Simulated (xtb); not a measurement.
H9PSi3, charge -1, doublet, from a rough starting geometry (a state made from the parent by changing its charge; the spin is typed, not shown lowest); GFN2-xTB (xtb).

Input for xtb:
```
$ xtb mol.xyz --gfn 2 --chrg -1 --uhf 1 --opt vtight --json

# file mol.xyz
13

Si    -0.62807719     1.75257148    -0.68896630
P      0.23950252    -0.22986930    -0.99982315
Si     1.89846371    -0.21668707     0.51289466
Si    -1.24530099    -1.58688184     0.05137548
H      0.30078327     2.76201830    -1.12385930
H     -0.98727082     2.00534275     0.76665916
H     -1.91499571     1.79707401    -1.40709017
H      2.88677371     0.75944463     0.01368316
H      2.47117349    -1.57408597     0.49425134
H      1.52709092     0.14659902     1.82313943
H     -0.61572044    -2.90228576    -0.03725560
H     -2.43082692    -1.49860036    -0.81413292
H     -1.48898246    -1.23386888     1.33463891
```

Problem. What does xtb print? Leave out banner, timings and long lists.

Solution. 
```
   ID    Z sym.   atoms
    1   14 Si     1, 3, 4
    2   15 P      2
    3    1 H      5-13

           -------------------------------------------------
          |                Calculation Setup                |
           -------------------------------------------------

           -------------------------------------------------
          |                 G F N 2 - x T B                 |
           -------------------------------------------------

          ...................................................
          :                      SETUP                      :
          :.................................................:
          :  # basis functions                  49          :
          :  # atomic orbitals                  45          :
          :  # shells                           21          :
          :  # electrons                        27          :
          :  max. iterations                   250          :
          :  Hamiltonian                  GFN2-xTB          :
          :  restarted?                      false          :
          :  GBSA solvation                  false          :
          :  PC potential                    false          :
          :  electronic temp.          300.0000000     K    :
          :  accuracy                    1.0000000          :
          :  -> integral cutoff          0.2500000E+02      :
          :  -> integral neglect         0.1000000E-07      :
          :  -> SCF convergence          0.1000000E-05 Eh   :
          :  -> wf. convergence          0.1000000E-03 e    :
          :  Broyden damping             0.4000000          :
          :  net charge                         -1          :
          :  unpaired electrons                  1          :
          ...................................................

 iter      E             dE          RMSdq      gap      omega  full diag
   1    -12.2113025 -0.122113E+02  0.876E+00    0.18       0.0  T
   2    -12.4918199 -0.280517E+00  0.501E+00    0.09       1.0  T
   3    -12.4535215  0.382985E-01  0.436E+00    0.25       1.0  T
   4    -12.4830416 -0.295201E-01  0.367E+00    0.37       1.0  T
   5    -12.4645972  0.184444E-01  0.440E+00    0.17       1.0  T
   6    -12.5042532 -0.396560E-01  0.294E+00    0.11       1.0  T
   7    -12.5485889 -0.443357E-01  0.120E+00    0.04       1.0  T
   8    -12.5467978  0.179110E-02  0.116E+00    0.06       1.0  T
   9    -12.5444663  0.233143E-02  0.112E+00    0.06       1.0  T
  10    -12.5479856 -0.351926E-02  0.455E-01    0.02       1.0  T
  11    -12.5489184 -0.932781E-03  0.254E-01    0.03       1.0  T
  12    -12.5489036  0.148183E-04  0.198E-01    0.03       1.0  T
  13    -12.5489934 -0.898291E-04  0.153E-01    0.03       1.0  T
  14    -12.5490327 -0.392678E-04  0.795E-02    0.03       1.0  T
  15    -12.5490380 -0.536781E-05  0.606E-02    0.03       1.0  T
  16    -12.5490438 -0.576745E-05  0.389E-02    0.03       1.0  T
  17    -12.5490469 -0.307483E-05  0.217E-02    0.03       1.3  T
  18    -12.5490484 -0.154739E-05  0.104E-02    0.03       2.7  T
  19    -12.5490489 -0.524339E-06  0.894E-04    0.03      31.0  T
  20    -12.5490489 -0.313130E-08  0.273E-04    0.03     101.5  T

   *** convergence criteria satisfied after 20 iterations ***

         :::::::::::::::::::::::::::::::::::::::::::::::::::::
         ::                     SUMMARY                     ::
         :::::::::::::::::::::::::::::::::::::::::::::::::::::
         :: total energy             -12.427519136666 Eh    ::
         :: gradient norm              0.091528308601 Eh/a0 ::
         :: HOMO-LUMO gap              0.028969665778 eV    ::
         ::.................................................::
         :: SCC energy               -12.549022480310 Eh    ::
         :: -> isotropic ES            0.130881702695 Eh    ::
         :: -> anisotropic ES         -0.009027544888 Eh    ::
         :: -> anisotropic XC          0.004375840757 Eh    ::
         :: -> dispersion             -0.013698512531 Eh    ::
         :: repulsion energy           0.121503343644 Eh    ::
         :: add. restraining           0.000000000000 Eh    ::
         :: total charge              -1.000000000000 e     ::
         :::::::::::::::::::::::::::::::::::::::::::::::::::::

      -----------------------------------------------------------
     |                   =====================                   |
     |                        A N C O P T                        |
     |                   =====================                   |
     |               Approximate Normal Coordinate               |
     |                Rational Function Optimizer                |
      -----------------------------------------------------------
      -----------------------------------------------------------
     |                   =====================                   |
     |                        A N C O P T                        |
     |                   =====================                   |
     |               Approximate Normal Coordinate               |
     |                Rational Function Optimizer                |
      -----------------------------------------------------------

          ...................................................
          :                      SETUP                      :
          :.................................................:
          :   optimization level         verytight          :
          :   max. optcycles                   260          :
          :   ANC micro-cycles                  20          :
          :   degrees of freedom                33          :
          :.................................................:
          :   RF solver                   davidson          :
          :   write xtbopt.log                true          :
          :   linear?                        false          :
          :   energy convergence         0.1000000E-06 Eh   :
[...]
 * total energy  :   -12.4532591 Eh     change       -0.1965574E-05 Eh
 * total energy  :   -12.4532602 Eh     change       -0.1163361E-05 Eh
 * total energy  :   -12.4532617 Eh     change       -0.1455217E-05 Eh
 * total energy  :   -12.4532620 Eh     change       -0.3500054E-06 Eh
 * total energy  :   -12.4532629 Eh     change       -0.9027187E-06 Eh
 * total energy  :   -12.4532633 Eh     change       -0.3460533E-06 Eh
 * total energy  :   -12.4532638 Eh     change       -0.5658009E-06 Eh
 * total energy  :   -12.4532647 Eh     change       -0.8550896E-06 Eh
 * total energy  :   -12.4532654 Eh     change       -0.7076765E-06 Eh
 * total energy  :   -12.4532660 Eh     change       -0.5780636E-06 Eh
 * total energy  :   -12.4532662 Eh     change       -0.2407764E-06 Eh
 * total energy  :   -12.4532663 Eh     change       -0.9189782E-07 Eh
   *** GEOMETRY OPTIMIZATION CONVERGED AFTER 78 ITERATIONS ***
         :: total energy             -12.453266308273 Eh    ::
[...]
         :: -> isotropic ES            0.121026080219 Eh    ::
         :: -> anisotropic ES          0.004548795661 Eh    ::
         :: -> anisotropic XC          0.007428659436 Eh    ::
         :: -> dispersion             -0.013567599144 Eh    ::
         :: repulsion energy           0.098504419430 Eh    ::
         :: add. restraining           0.000000000000 Eh    ::
         :: total charge              -1.000000000002 e     ::
         :::::::::::::::::::::::::::::::::::::::::::::::::::::

           -------------------------------------------------
          |                Property Printout                |
           -------------------------------------------------

    * Orbital Energies and Occupations

         #    Occupation            Energy/Eh            Energy/eV
      -------------------------------------------------------------
         1        2.0000           -0.5765703             -15.6893
         2        2.0000           -0.5431179             -14.7790
         3        2.0000           -0.4970714             -13.5260
         4        2.0000           -0.4195496             -11.4165
         5        2.0000           -0.2987405              -8.1291
         6        2.0000           -0.2950750              -8.0294
         7        2.0000           -0.2939874              -7.9998
         8        2.0000           -0.2905174              -7.9054
         9        2.0000           -0.2558983              -6.9633
        10        2.0000           -0.2520846              -6.8596
        11        2.0000           -0.2350142              -6.3951
        12        2.0000           -0.2117689              -5.7625
        13        2.0000           -0.1898241              -5.1654
        14        1.0000           -0.0895395              -2.4365 (HOMO)
        15                         -0.0436215              -1.1870 (LUMO)
        16                         -0.0411207              -1.1190
        17                         -0.0364063              -0.9907
        18                         -0.0231577              -0.6302
        19                         -0.0200473              -0.5455
        20                         -0.0073451              -0.1999
        21                          0.0020019               0.0545
        22                          0.0368815               1.0036
        23                          0.0507724               1.3816
        24                          0.0740306               2.0145
        25                          0.0752309               2.0471
       ...                                ...                  ...
        45                          1.4088868              38.3378
      -------------------------------------------------------------
                  HL-Gap            0.0459181 Eh            1.2495 eV
             Fermi-level           -0.1031478 Eh           -2.8068 eV

     #   Z          covCN         q      C6AA      α(0)
     1  14 Si       3.694     0.459    98.232    18.984
     2  15 P        2.693    -0.868   206.910    25.911
     3  14 Si       3.563     0.339   102.859    19.518
     4  14 Si       3.695     0.460    98.176    18.978
     5   1 H        0.917    -0.140     7.210     4.200
     6   1 H        0.914    -0.136     7.001     4.139
     7   1 H        0.916    -0.149     7.648     4.326
     8   1 H        0.915    -0.167     8.594     4.585
     9   1 H        0.915    -0.169     8.756     4.628
    10   1 H        0.904    -0.202    10.944     5.175
    11   1 H        0.917    -0.141     7.225     4.204
    12   1 H        0.916    -0.151     7.738     4.351
    13   1 H        0.914    -0.136     7.036     4.149

 Mol. C6AA /au·bohr⁶  :       4827.299133
 Mol. C8AA /au·bohr⁸  :     200215.441198
 Mol. α(0) /au        :        123.147577

Wiberg/Mayer (AO) data.
largest (>0.10) Wiberg bond orders for each atom

 ---------------------------------------------------------------------------
     #   Z sym  total        # sym  WBO       # sym  WBO       # sym  WBO
 ---------------------------------------------------------------------------
     1  14 Si   3.801 --     2 P    1.092     5 H    0.882     7 H    0.876
                             6 H    0.874
     2  15 P    3.164 --     4 Si   1.095     1 Si   1.092     3 Si   0.637
     3  14 Si   3.324 --     8 H    0.876     9 H    0.874    10 H    0.858
                             2 P    0.637
     4  14 Si   3.798 --     2 P    1.095    11 H    0.882    12 H    0.875
                            13 H    0.874
     5   1 H    0.980 --     1 Si   0.882
     6   1 H    0.982 --     1 Si   0.874
     7   1 H    0.978 --     1 Si   0.876
     8   1 H    0.972 --     3 Si   0.876
     9   1 H    0.971 --     3 Si   0.874
    10   1 H    0.957 --     3 Si   0.858
    11   1 H    0.980 --     4 Si   0.882
    12   1 H    0.977 --     4 Si   0.875
    13   1 H    0.981 --     4 Si   0.874
 ---------------------------------------------------------------------------

Topologies differ in total number of bonds
Writing topology from bond orders to xtbtopo.mol

molecular dipole:
                 x           y           z       tot (Debye)
 q only:       -1.494       0.401       0.545
   full:       -1.337       0.224       0.160       3.468
molecular quadrupole (traceless):
                xx          xy          yy          xz          yz          zz
 q only:       -2.139       0.069       3.613      -4.397      -0.046      -1.474
  q+dip:       -1.286      -1.042       2.659      -7.377       0.757      -1.373
   full:       -1.390      -0.532       3.614      -6.471       0.098      -2.224

optimized geometry written to: xtbopt.xyz

           -------------------------------------------------
          | TOTAL ENERGY              -12.453266308273 Eh   |
          | GRADIENT NORM               0.000240262686 Eh/α |
          | HOMO-LUMO GAP               1.249493986660 eV   |
           -------------------------------------------------
```
